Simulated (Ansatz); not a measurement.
(BeTe)n: r2SCAN-D4/def2-TZVP single points in Ansatz on relaxed structures, gas phase. Core potentials for Te, no spin–orbit coupling. Binding counts from free atoms in the multiplicity of their measured ground term, without zero-point energy. A dash marks a value that wasn't run or was left out as unsound. The structures are stationary points that may keep the symmetry of their start. Remarks come from the PBE and PBE0 runs and from stability tests at other levels; not every state was tested. HOMO above LUMO (over both spins in singlets and doublets, within one spin in higher multiplets; at PBE or PBE0), or a gap under 0.15 eV within one spin, warns that the state may not be the lowest or that an electron is smeared out.

```tsv
species	atoms	state	geometry	HOMO (eV)	LUMO (eV)	gap (eV)	vertical triplet (eV)	binding per atom (eV)	point group (within 0.1 Å)	remarks
(BeTe)4 cube (Be4Te4)	8	singlet	PBE-D4/def2-SVP	-6.06	-3.81	2.24	1.90	2.98	Td	gap within one spin near zero at PBE or PBE0 (triplet)
(BeTe)6 ring (Be6Te6)	12	singlet	r2SCAN-D4/def2-SVP	-6.04	-3.10	2.94	–	2.88	–	gap within one spin near zero at PBE or PBE0 (triplet), HOMO above LUMO (triplet)
```

Q: Estimate the rows for (BeTe)2 ring (Be2Te2) (singlet, PBE0-D4/def2-TZVP geometry).

A: 
```
              species  atoms    state           geometry  HOMO (eV)  LUMO (eV)  gap (eV)  vertical triplet (eV)  binding per atom (eV)  point group (within 0.1 Å)
(BeTe)2 ring (Be2Te2)      4  singlet  PBE0-D4/def2-TZVP      -5.50      -3.30      2.20                   1.76                   2.53                         D2h
```

The gap (eV) runs from 2.20 ((BeTe)2 ring) to 2.94 ((BeTe)6 ring). The binding per atom (eV) runs from 2.53 ((BeTe)2 ring) to 2.98 ((BeTe)4 cube).
